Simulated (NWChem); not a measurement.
System: C4H3ClO; SMILES Clc1ccoc1

Input file for NWChem:

```
start job
memory heap 200 mb stack 900 mb global 1100 mb
geometry units angstroms noautosym nocenter noautoz
  Cl    -0.027346     1.998715     0.000000
  C     -0.001572     0.286521     0.000000
  C      1.160431    -0.545919     0.000000
  C      0.680417    -1.820509     0.000000
  O     -0.665881    -1.824708     0.000000
  C     -1.084184    -0.544436     0.000000
  H      2.198756    -0.224791     0.000000
  H      1.164837    -2.793642     0.000000
  H     -2.155226    -0.365693     0.000000
end
basis spherical
  * library def2-svp
end
dft
  xc m05-2x
  iterations 150
end
cosmo
  do_cosmo_smd true
  solvent propanol
end
task dft energy
```

NWChem printed, in part:

```
             Northwest Computational Chemistry Package (NWChem) 7.3.0
             --------------------------------------------------------

                             Geometry "geometry" -> ""
                             -------------------------

 Output coordinates in angstroms (scale by  1.889725989 to convert to a.u.)

  No.       Tag          Charge          X              Y              Z
 ---- ---------------- ---------- -------------- -------------- --------------
    1 Cl                  17.0000    -0.02734600     1.99871500     0.00000000
    2 C                    6.0000    -0.00157200     0.28652100     0.00000000
    3 C                    6.0000     1.16043100    -0.54591900     0.00000000
    4 C                    6.0000     0.68041700    -1.82050900     0.00000000
    5 O                    8.0000    -0.66588100    -1.82470800     0.00000000
    6 C                    6.0000    -1.08418400    -0.54443600     0.00000000
    7 H                    1.0000     2.19875600    -0.22479100     0.00000000
    8 H                    1.0000     1.16483700    -2.79364200     0.00000000
    9 H                    1.0000    -2.15522600    -0.36569300     0.00000000

 Effective nuclear repulsion energy (a.u.)     263.1374977118

                                 NWChem DFT Module
                                 -----------------

 Summary of "ao basis" -> "ao basis" (spherical)
 ------------------------------------------------------------------------------
       Tag                 Description            Shells   Functions and Types
 ---------------- ------------------------------  ------  ---------------------
 Cl                         def2-svp                 8       18   4s3p1d
 C                          def2-svp                 6       14   3s2p1d
 O                          def2-svp                 6       14   3s2p1d
 H                          def2-svp                 3        5   2s1p

 in cosmo_initialize ...
 calling solv_data for solv:propanol

 solvent parameters
 solvname_short: propanol
 solvname_long:  1-propanol
 dielec:       20.5240
 dielecinf:     1.9182
 nonaqueous SMD model solvent descriptors
 dielec:       20.5240
 sola:          0.3700
 solb:          0.4800
 solc:          0.0000
 solg:         33.5700
 solh:          0.0000
 soln:          1.3850

[...]

                                COSMO-SMD solvation results
                                ---------------------------

             internal energy in gas <Psi(g)|H|Psi(g)> =      -689.262638826144
         internal energy in solvent <Psi(s)|H|Psi(s)> =      -689.261899365068
                               delta internal energy  =         0.000739461076 (    0.46 kcal/mol)
   total free energy in solvent <Psi(s)|H+V/2|Psi(s)> =      -689.269199733233
 polarization energy contribution <Psi(s)|V/2|Psi(s)> =        -0.007300368165 (   -4.58 kcal/mol)
    total free energy in solvent including G(SMD-CDS) =      -689.267661762406
                       G(SMD-CDS) energy contribution =         0.001537970827 (    0.97 kcal/mol)
     1 M fixed-concentration free energy of solvation =        -0.005022936262 (   -3.15 kcal/mol)

                       DFT Final Molecular Orbital Analysis
                       ------------------------------------

 Vector   24  Occ=2.000000D+00  E=-3.822739D-01
              MO Center=  4.4D-03,  1.5D+00,  6.2D-10, r^2= 2.4D+00
   Bfn.  Coefficient  Atom+Function         Bfn.  Coefficient  Atom+Function
  ----- ------------  ---------------      ----- ------------  ---------------
    11      0.612102  1 Cl px                 8      0.448044  1 Cl px
     5      0.256883  1 Cl px                22     -0.165667  2 C  px
    37     -0.152969  3 C  py                79      0.114712  6 C  py
    65     -0.092538  5 O  py                78      0.092177  6 C  px
    36      0.091091  3 C  px                51      0.087208  4 C  py

 Vector   25  Occ=2.000000D+00  E=-3.390408D-01
              MO Center=  4.4D-01, -2.2D-01, -9.8D-11, r^2= 3.3D+00
   Bfn.  Coefficient  Atom+Function         Bfn.  Coefficient  Atom+Function
  ----- ------------  ---------------      ----- ------------  ---------------
    38     -0.371425  3 C  pz                13      0.347416  1 Cl pz
    66      0.288001  5 O  pz                41     -0.268789  3 C  pz
    10      0.239291  1 Cl pz                69      0.232333  5 O  pz
    24     -0.207964  2 C  pz                52     -0.194656  4 C  pz
     7      0.137154  1 Cl pz                27     -0.134008  2 C  pz

 Vector   26  Occ=2.000000D+00  E=-2.933913D-01
              MO Center= -1.6D-01, -4.6D-01,  6.7D-10, r^2= 3.1D+00
   Bfn.  Coefficient  Atom+Function         Bfn.  Coefficient  Atom+Function
  ----- ------------  ---------------      ----- ------------  ---------------
    80      0.389490  6 C  pz                52     -0.332193  4 C  pz
    83      0.292457  6 C  pz                13     -0.274708  1 Cl pz
    24      0.268413  2 C  pz                55     -0.255103  4 C  pz
    27      0.195471  2 C  pz                10     -0.178477  1 Cl pz
    38     -0.149109  3 C  pz                41     -0.122172  3 C  pz

 Vector   27  Occ=0.000000D+00  E= 4.473840D-02
              MO Center= -1.1D-01, -9.9D-01, -2.0D-09, r^2= 2.9D+00
   Bfn.  Coefficient  Atom+Function         Bfn.  Coefficient  Atom+Function
  ----- ------------  ---------------      ----- ------------  ---------------
    83      0.512701  6 C  pz                55      0.495358  4 C  pz
    69     -0.389522  5 O  pz                52      0.358421  4 C  pz
    80      0.359098  6 C  pz                66     -0.327340  5 O  pz
    27     -0.318331  2 C  pz                41     -0.278891  3 C  pz
    24     -0.217091  2 C  pz                38     -0.180263  3 C  pz

[...]
```

Level: M05-2X/def2-SVP, SMD on the gas-phase geometry. All runs use the structure optimised with PBE0/def2-SVP. Solvent: 1-propanol.
